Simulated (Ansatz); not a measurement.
**Loss of H2: C2H9GeN → C2H7GeN + H2**

Species: C2H9GeN `C[N](C)[GeH3]`, singlet; C2H7GeN `C[N](C)[GeH]`, singlet; H2 (hydrogen), singlet. 

Shapes, held fixed at every level: PBE0-D4/def2-TZVP. Flexible molecules stand in one conformer, not always the lowest. Programs: Ansatz 0.2.0. The zero-point and thermal change to 298 K, harmonic and unscaled (PBE0-D4/def2-TZVP), is -9.5 kJ/mol.

**Question.** Estimate ΔH(298 K) of this reaction.

**Answer.** The highest level, CCSD(T)/def2-TZVPP, gives ΔH(298 K) = +83.4 kJ/mol; the levels span +59.9 to +95.2. The column of differences is taken from that level and isn't an error. No measured value is set beside it here. Relativity is left out for Ge. Outer-core shells of Ge are correlated in most correlated rows, in sets that cover them unevenly. Times are processor times on shared x86 and Arm servers, and rough.

| level | kind | ΔH(298 K) (kJ/mol) | less CCSD(T)/def2-TZVPP | CPU time (sum over the molecules) |
| --- | --- | --- | --- | --- |
| HF/def2-TZVPP | Hartree–Fock | +95.2 | +11.8 | – |
| r2SCAN-D4/def2-TZVPP | meta-GGA | +79.7 | -3.7 | 31 s |
| B3LYP-D4/def2-TZVPP | global hybrid | +59.9 | -23.5 | 31 s |
| PBE0-D4/def2-TZVPP | global hybrid | +84.1 | +0.7 | 19 s |
| r2SCAN0-D4/def2-TZVPP | global hybrid | +92.5 | +9.1 | 32 s |
| wB97M-V/def2-TZVPP | range-separated hybrid | +75.0 | -8.4 | 77 s |
| B2PLYP/def2-TZVPP | double hybrid | +68.7 | -14.7 | 37 s |
| CCSD(T)/def2-TZVPP | coupled cluster or CI | +83.4 | 0.0 | 23 min |
